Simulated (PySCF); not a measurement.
## Radial density of He (helium, neutral)

UHF, 1s1 3d1, high-spin 3D determinant (an excited configuration). Computed with PySCF 2.14 in aug-cc-pVQZ with one added diffuse shell each of s, p, d, f type (6s5p4d3f, 62 functions), with no relativity, point nucleus.

```csv
r (bohr),4πr²ρ (e/bohr),4πr²(ρα − ρβ)
0.0117,0.004174,0.0042
0.0197,0.01157,0.0116
0.0331,0.03115,0.0312
0.0557,0.07997,0.0800
0.0938,0.1941,0.1941
0.158,0.4228,0.4228
0.265,0.7770,0.7770
0.446,1.066,1.0661
0.750,0.8969,0.8969
1.26,0.3306,0.3306
2.12,0.08982,0.0898
3.57,0.3565,0.3565
6.01,0.07687,0.0769
```

The outer electron is Rydberg-like, and this basis confines it to a smaller radius and binds it less than a complete one would. At UHF the highest occupied level has a positive energy, so only the finite basis holds that electron; for this excited configuration the basis is too tight for the outer shell.
